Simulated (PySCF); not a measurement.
Computed shifts of a molecule C₃H₉ClSi, PySCF with PBE/pcSseg-1, GIAO, gas phase, equivalent atoms averaged, in ppm (number of nuclei): ¹³C: 71.1 (1), 30.5 (1), 27.3 (1). ²⁹Si: -72.1 (1). ¹H: 4.47 (1), 4.15 (3), 1.86 (1), 1.78 (3), 1.59 (1). References: ¹³C against TMS (σ = 182.0 ppm); ³⁵Cl against HCl (σ = 936.5 ppm); ²⁹Si against TMS (σ = 335.4 ppm); ¹H against TMS (σ = 31.49 ppm), references at their B3LYP-D3(BJ)/def2-TZVP geometries, non-relativistic (without spin–orbit terms, shifts of atoms bonded to Cl or Br come out too high). The structure is a stationary point at B3LYP-D3(BJ)/def2-SVP. The values are those of a single conformer.

**Question.** Pick the molecule that these values belong to.
(A) C[C@H]([SiH3])CCl
(B) C[C@H](Cl)C[SiH3]
(C) CC[Si@H](C)Cl
(D) [SiH3]CCCCl

**Answer.** B, C[C@H](Cl)C[SiH3]
